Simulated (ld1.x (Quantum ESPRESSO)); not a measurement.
**Before and after: TM semilocal potential for antimony**

Sb (Z = 51), norm-conserving Troullier–Martins (semilocal form), made with ld1.x (Quantum ESPRESSO) 7.5 (PBE, scalar-relativistic). Core [Kr] 4d10, reference 5s2 5p3. Waves: 5p (bound): rc 1.75 bohr; 5d channel at 0.05 Ry: rc 1.85 bohr; 5s (bound): rc 2.05 bohr. Local part: the s channel. Core correction: Bessel-smoothed model core, default radius (core density twice the valence density).

Change: core [Kr], valence charge 15; reference 4d10 5s2 5p2; waves now 5p (bound): rc 2.15 bohr; 4d (bound): rc 1.40 bohr; 4f channel at 0.2 Ry: rc 2.20 bohr; 5s (bound): rc 1.95 bohr; core correction none.

Cutoffs: the cutoffs (Ry, on a coarse ladder) from which the occupation-weighted sum of valence levels, in a spherical-Bessel basis at the reference potential, stays within 10 and 1 mRy of its value at 400 Ry; they do not see the model core or the augmentation charge, which bear on the density cutoff. Errors are all-electron minus pseudo energies relative to the spin-unpolarised reference configuration.

Problem. What does the change do?

Solution. The potential gets harder (35 Ry and 60 Ry → 100 Ry and 160 Ry); neither file shows a bound ghost. The added semicore shells are compact, so their waves need more plane waves. A semilocal file is local in each channel, so a ghost entry of none says nothing of the separable form that plane-wave codes build from it. Several settings change at once here, so the effects cannot be laid on one of them.

```csv
quantity,base,changed
"cutoff, loose",35 Ry,100 Ry
"cutoff, tight",60 Ry,160 Ry
bound ghosts,none,none
"largest error over its own tests, meV",-506,-294
```
